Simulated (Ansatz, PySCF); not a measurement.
This triplet is an excited state, 2.24 eV above the relaxed singlet at the level frozen-core CCSD(T)/cc-pVTZ // PBE0-D3(BJ)/def2-TZVP (Ansatz, an electronic-structure program).

Cartesian coordinates (Å):
```xyz
6

N     -1.2380    -0.0405    -0.1035
Si     0.1772     0.1073     0.8512
S      2.0602     0.7047     0.0411
H     -1.9393     0.6825    -0.1327
H     -1.5987    -0.9381    -0.3851
H      2.5385    -0.5159    -0.2710
```
Charge 0, spin multiplicity 3.

Q: Predict the highest occupied spin orbital, dipole moment and total energy from PBE0-D3(BJ)/def2-TZVP in PySCF.

A: 
* **highest occupied spin orbital**: -5.14 eV
* **dipole moment**: 0.470 e·Å
* **total energy**: -20243.31 eV
